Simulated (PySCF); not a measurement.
**Ge (germanium, neutral): UHF calculation**

Configuration: [Ar] 3d10 4s2 4p2, high-spin 3P determinant. All numbers are calculated (PySCF 2.14, scalar relativity through the core potential, in aug-cc-pwCVDZ-PP with ECP10MDF).

| Item | Value |
| --- | --- |
| Total energy | -293.342075 hartree |
| One-electron energy | -522.6320 hartree |
| Hartree (Coulomb) energy | 252.9895 hartree |
| Exchange energy | -23.6996 hartree |
| ⟨S²⟩ | 2.0105 |
| ⟨L²⟩ | 2.030 |
| Sum of ⟨r⟩ | 22.50 bohr |
| Sum of ⟨r²⟩ | 40.82 bohr² |
| Traceless quadrupole moment −½Σ⟨3z² − r²⟩ along its main axis | 3.89 e·bohr² |

```json
{"shell": "3s α", "electrons": "1", "mean orbital energy (eV)": "-200.12", "spread (eV)": "0", "rms radius, mean of both spins (bohr)": "0.670"}
{"shell": "3s β", "electrons": "1", "mean orbital energy (eV)": "-199.95", "spread (eV)": "0", "rms radius, mean of both spins (bohr)": "0.670"}
{"shell": "3p α", "electrons": "3", "mean orbital energy (eV)": "-143.38", "spread (eV)": "0.005", "rms radius, mean of both spins (bohr)": "0.702"}
{"shell": "3p β", "electrons": "3", "mean orbital energy (eV)": "-143.17", "spread (eV)": "0.398", "rms radius, mean of both spins (bohr)": "0.702"}
{"shell": "3d α", "electrons": "5", "mean orbital energy (eV)": "-43.716", "spread (eV)": "0.228", "rms radius, mean of both spins (bohr)": "0.811"}
{"shell": "3d β", "electrons": "5", "mean orbital energy (eV)": "-43.586", "spread (eV)": "0.400", "rms radius, mean of both spins (bohr)": "0.811"}
{"shell": "4s α", "electrons": "1", "mean orbital energy (eV)": "-17.505", "spread (eV)": "0", "rms radius, mean of both spins (bohr)": "2.36"}
{"shell": "4s β", "electrons": "1", "mean orbital energy (eV)": "-13.442", "spread (eV)": "0", "rms radius, mean of both spins (bohr)": "2.36"}
{"shell": "4p α", "electrons": "2", "mean orbital energy (eV)": "-7.887", "spread (eV)": "0", "rms radius, mean of both spins (bohr)": "3.10"}
```

Energies and moments cover only the electrons outside the core potential.
